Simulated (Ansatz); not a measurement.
TiH2ClF3, singlet: at a first-order saddle point.

in.yaml

```yaml
crystal:
  periodic: [false, false, false]
  atoms:
    - {symbol: Ti, position_ang: [-0.451989, 0.391560, -0.021930]}
    - {symbol: Cl, position_ang: [1.506424, -1.235428, -0.955915]}
    - {symbol: F, position_ang: [-1.565130, -0.561060, -0.959783]}
    - {symbol: F, position_ang: [-1.451799, 1.183897, 1.159249]}
    - {symbol: F, position_ang: [0.382816, 1.692436, -0.820582]}
    - {symbol: H, position_ang: [1.158119, -1.023096, 0.364159]}
    - {symbol: H, position_ang: [0.421659, -0.448308, 1.234702]}
basis:
  gaussian: {orbitals: def2-TZVPP}
hamiltonian: {xc: {name: wB97X-V}}
```

Command:

```bash
ansatz run in.yaml --threads 8 --pin off --events-out ev --progress --plain --max-ram 19148MiB
```

Output of Ansatz 0.2.0:

```
Functional definition: wB97X-V
  name "wB97X-V"
  cite "Mardirossian & Head-Gordon, Phys. Chem. Chem. Phys. 16, 9904 (2014) doi:10.1039/C3CP54374A"
  cite "Becke, J. Chem. Phys. 107, 8554 (1997) doi:10.1063/1.475007"
  cite "Vydrov & Van Voorhis, J. Chem. Phys. 133, 244103 (2010) doi:10.1063/1.3521275"
  parameter omega = 0.3/bohr
  parameter cx = 0.167
  parameter cx1 = 0.603
  parameter cx2 = 1.194
  parameter css0 = 0.556
  parameter css1 = -0.257
  parameter cos0 = 1.219
  parameter cos1 = -1.850
  parameter b = 6.0
  parameter c = 0.01
  exchange = spin_sum(e_x_unif_sr(omega)*poly(b97_u_x, 1 - cx, cx1, cx2)) + cx*exact_x_sr(omega) + exact_x_lr(omega)
  correlation = spin_sum(e_c_pw_same_spin*poly(b97_u_same, css0, css1))
      + integral(e_c_pw_opposite_spin*poly(b97_u_opposite, cos0, cos1)) + vv10(b, c)
1376 factors; their error is unknown
242 factors; integrals over basis functions are off by at most 3.4e-5 eV
mean field evaluation 1: about -43814.0419 eV, gradient 7.0e1 eV
mean field evaluation 2: about -43756.8479 eV, gradient 2.4e2 eV
mean field evaluation 4: about -43822.4139 eV, gradient 7.4e0 eV
mean field evaluation 8: about -43822.5160 eV, gradient 2.7e-1 eV
mean field evaluation 16: about -43822.6351 eV, gradient 3.0e-4 eV
mean field -43822.63511305 eV, -1610.4521363556 hartree, gradient 1.2e-5 eV, S^2 0.000000; 0 other end points of the search recorded, 0 dependent functions left out
reference -43822.63511044 eV, -1610.4521362596 hartree; 34, 34 occupied and 193, 193 virtual orbitals, 1376 factors
Total energy: -43822.63511044 eV, -1610.4521362596 hartree
```

Time: 4.2 s of wall clock on 8 CPU threads of a Oxide Virtual Turin-like; the host was shared. Peak host memory: 0.65 GiB.
